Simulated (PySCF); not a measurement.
Isomers of C5H14NPSi2, mass 175.040 u with the commonest isotopes. Method used: PBE0/pcSseg-1 in PySCF (dipole) on a GFN2-xTB geometry, gas phase. One conformer each, none proved a minimum here; rigid rotors.

Question: Order these by out-of-plane moment Σ m c² = (Ia + Ib − Ic)/2, smallest first.
A. `[CH3:1][CH:2]([CH3:3])[NH:4][SiH2:5][C:6]#[C:7][SiH2:8][PH2:9]` with C1–C2–N4–Si5 151°, C2–N4–Si5–C6 62°, C7–Si8–P9–H -50° and 43°
B. `[CH2:1]=[C:2]([CH3:3])[Si@@H:4]([PH2:5])/[CH:6]=[CH:7]/[SiH2:8][NH2:9]` with C1–C2–Si4–P5 1°, C2–Si4–P5–H 166° and 74°, C2–Si4–C6–C7 172°, C6–C7–Si8–N9 -147°, C7–Si8–N9–H 50° and -172°
C. `[CH2:1]=[CH:2]/[CH:3]=[CH:4]/[CH2:5][N:6]([SiH3:7])[SiH2:8][PH2:9]` with C1–C2–C3–C4 179°, C3–C4–C5–N6 110°, C4–C5–N6–Si7 -83°, C5–N6–Si8–P9 19°, N6–Si8–P9–H 79° and 172°
D. `[CH2:1]=[CH:2][SiH2:3][NH:4][Si@@H:5]([PH2:6])[CH:7]1[CH2:8][CH2:9]1` with C1–C2–Si3–N4 147°, C2–Si3–N4–Si5 -178°, Si3–N4–Si5–P6 30°, N4–Si5–P6–H -77° and -170°, N4–Si5–C7–C8 149°
E. `[CH2:1]=[C:2]([CH3:3])[Si@@H:4]1[CH2:5][CH2:6][Si@H:7]([PH2:8])[NH:9]1` with C1–C2–Si4–C5 77°, C6–Si7–P8–H 77° and 170°, C2–Si4–C5–C6 -144°, Si4–C5–C6–Si7 36°, C5–C6–Si7–P8 85°, C6–Si7–N9–Si4 12°
F. `[CH3:1][Si@@H:2]([CH2:3][C:4]#[N:5])[CH2:6][CH2:7][SiH2:8][PH2:9]` with C1–Si2–C3–C4 -168°, C1–Si2–C6–C7 179°, Si2–C6–C7–Si8 175°, C6–C7–Si8–P9 -47°, C7–Si8–P9–H -172° and 95°
G. `[CH2:1]=[C:2]([CH3:3])[Si@@H:4]1[CH2:5][CH2:6][Si@@H:7]([PH2:8])[NH:9]1` with C1–C2–Si4–C5 101°, C6–Si7–P8–H -77° and -169°, C2–Si4–C5–C6 -147°, Si4–C5–C6–Si7 39°, C5–C6–Si7–P8 -146°, C6–Si7–N9–Si4 10°

Answer: A (19.02 u·Å²), B (36.83 u·Å²), D (38.26 u·Å²), C (56.66 u·Å²), G (58.82 u·Å²), E (82.45 u·Å²), F (115.78 u·Å²).

Question: Order these by radius of gyration √(Σ m r²/M), largest first.
A. `[CH3:1][Si@@H:2]([CH2:3][C:4]#[N:5])[CH2:6][CH2:7][SiH2:8][PH2:9]` with C1–Si2–C3–C4 -168°, C1–Si2–C6–C7 179°, Si2–C6–C7–Si8 175°, C6–C7–Si8–P9 -47°, C7–Si8–P9–H -172° and 95°
B. `[CH2:1]=[C:2]([CH3:3])[Si@@H:4]1[CH2:5][CH2:6][Si@H:7]([PH2:8])[NH:9]1` with C1–C2–Si4–C5 77°, C6–Si7–P8–H 77° and 170°, C2–Si4–C5–C6 -144°, Si4–C5–C6–Si7 36°, C5–C6–Si7–P8 85°, C6–Si7–N9–Si4 12°
C. `[CH2:1]=[C:2]([CH3:3])[Si@@H:4]([PH2:5])/[CH:6]=[CH:7]/[SiH2:8][NH2:9]` with C1–C2–Si4–P5 1°, C2–Si4–P5–H 166° and 74°, C2–Si4–C6–C7 172°, C6–C7–Si8–N9 -147°, C7–Si8–N9–H 50° and -172°
D. `[CH3:1][CH:2]([CH3:3])[NH:4][SiH2:5][C:6]#[C:7][SiH2:8][PH2:9]` with C1–C2–N4–Si5 151°, C2–N4–Si5–C6 62°, C7–Si8–P9–H -50° and 43°
E. `[CH2:1]=[CH:2]/[CH:3]=[CH:4]/[CH2:5][N:6]([SiH3:7])[SiH2:8][PH2:9]` with C1–C2–C3–C4 179°, C3–C4–C5–N6 110°, C4–C5–N6–Si7 -83°, C5–N6–Si8–P9 19°, N6–Si8–P9–H 79° and 172°
F. `[CH2:1]=[C:2]([CH3:3])[Si@@H:4]1[CH2:5][CH2:6][Si@@H:7]([PH2:8])[NH:9]1` with C1–C2–Si4–C5 101°, C6–Si7–P8–H -77° and -169°, C2–Si4–C5–C6 -147°, Si4–C5–C6–Si7 39°, C5–C6–Si7–P8 -146°, C6–Si7–N9–Si4 10°

Answer: D (2.979 Å), C (2.947 Å), A (2.780 Å), E (2.749 Å), F (2.620 Å), B (2.456 Å).

Question: Order these by dipole moment, largest first.
A. `[CH2:1]=[C:2]([CH3:3])[Si@@H:4]1[CH2:5][CH2:6][Si@@H:7]([PH2:8])[NH:9]1` with C1–C2–Si4–C5 101°, C6–Si7–P8–H -77° and -169°, C2–Si4–C5–C6 -147°, Si4–C5–C6–Si7 39°, C5–C6–Si7–P8 -146°, C6–Si7–N9–Si4 10°
B. `[CH2:1]=[C:2]([CH3:3])[Si@@H:4]([PH2:5])/[CH:6]=[CH:7]/[SiH2:8][NH2:9]` with C1–C2–Si4–P5 1°, C2–Si4–P5–H 166° and 74°, C2–Si4–C6–C7 172°, C6–C7–Si8–N9 -147°, C7–Si8–N9–H 50° and -172°
C. `[CH3:1][CH:2]([CH3:3])[NH:4][SiH2:5][C:6]#[C:7][SiH2:8][PH2:9]` with C1–C2–N4–Si5 151°, C2–N4–Si5–C6 62°, C7–Si8–P9–H -50° and 43°
D. `[CH2:1]=[CH:2]/[CH:3]=[CH:4]/[CH2:5][N:6]([SiH3:7])[SiH2:8][PH2:9]` with C1–C2–C3–C4 179°, C3–C4–C5–N6 110°, C4–C5–N6–Si7 -83°, C5–N6–Si8–P9 19°, N6–Si8–P9–H 79° and 172°
E. `[CH3:1][Si@@H:2]([CH2:3][C:4]#[N:5])[CH2:6][CH2:7][SiH2:8][PH2:9]` with C1–Si2–C3–C4 -168°, C1–Si2–C6–C7 179°, Si2–C6–C7–Si8 175°, C6–C7–Si8–P9 -47°, C7–Si8–P9–H -172° and 95°
F. `[CH2:1]=[CH:2][SiH2:3][NH:4][Si@@H:5]([PH2:6])[CH:7]1[CH2:8][CH2:9]1` with C1–C2–Si3–N4 147°, C2–Si3–N4–Si5 -178°, Si3–N4–Si5–P6 30°, N4–Si5–P6–H -77° and -170°, N4–Si5–C7–C8 149°

Answer: E (4.42 D), B (1.88 D), F (1.72 D), C (1.41 D), A (1.14 D), D (0.53 D).

```json
{"SMILES": "C=C/C=C/CN([SiH3])[SiH2]P", "point group": "C1", "Ia (u·Å²)": "412.06", "Ib (u·Å²)": "967.63", "Ic (u·Å²)": "1266.37", "κ": "-0.70", "μa (D)": "0.21", "μb (D)": "0.46", "μc (D)": "0.16"}
{"SMILES": "C[Si@@H](CC#N)CC[SiH2]P", "point group": "C1", "Ia (u·Å²)": "426.04", "Ib (u·Å²)": "1042.86", "Ic (u·Å²)": "1237.33", "κ": "-0.80", "μa (D)": "0.18", "μb (D)": "4.41", "μc (D)": "0.03"}
{"SMILES": "C=C[SiH2]N[Si@@H](P)C1CC1", "point group": "C1", "Ia (u·Å²)": "345.74", "Ib (u·Å²)": "1041.47", "Ic (u·Å²)": "1310.71", "κ": "-0.81", "μa (D)": "0.11", "μb (D)": "1.71", "μc (D)": "0.18"}
{"SMILES": "C=C(C)[Si@@H](P)/C=C/[SiH2]N", "point group": "C1", "Ia (u·Å²)": "347.34", "Ib (u·Å²)": "1209.63", "Ic (u·Å²)": "1483.31", "κ": "-0.86", "μa (D)": "1.32", "μb (D)": "0.61", "μc (D)": "1.19"}
{"SMILES": "CC(C)N[SiH2]C#C[SiH2]P", "point group": "C1", "Ia (u·Å²)": "365.31", "Ib (u·Å²)": "1206.88", "Ic (u·Å²)": "1534.14", "κ": "-0.83", "μa (D)": "1.22", "μb (D)": "0.62", "μc (D)": "0.36"}
{"SMILES": "C=C(C)[Si@@H]1CC[Si@@H](P)N1", "point group": "C1", "Ia (u·Å²)": "220.03", "Ib (u·Å²)": "1040.15", "Ic (u·Å²)": "1142.53", "κ": "-0.95", "μa (D)": "0.84", "μb (D)": "0.05", "μc (D)": "0.77"}
{"SMILES": "C=C(C)[Si@@H]1CC[Si@H](P)N1", "point group": "C1", "Ia (u·Å²)": "310.39", "Ib (u·Å²)": "828.07", "Ic (u·Å²)": "973.55", "κ": "-0.84", "μa (D)": "0.31", "μb (D)": "0.34", "μc (D)": "0.32"}
```
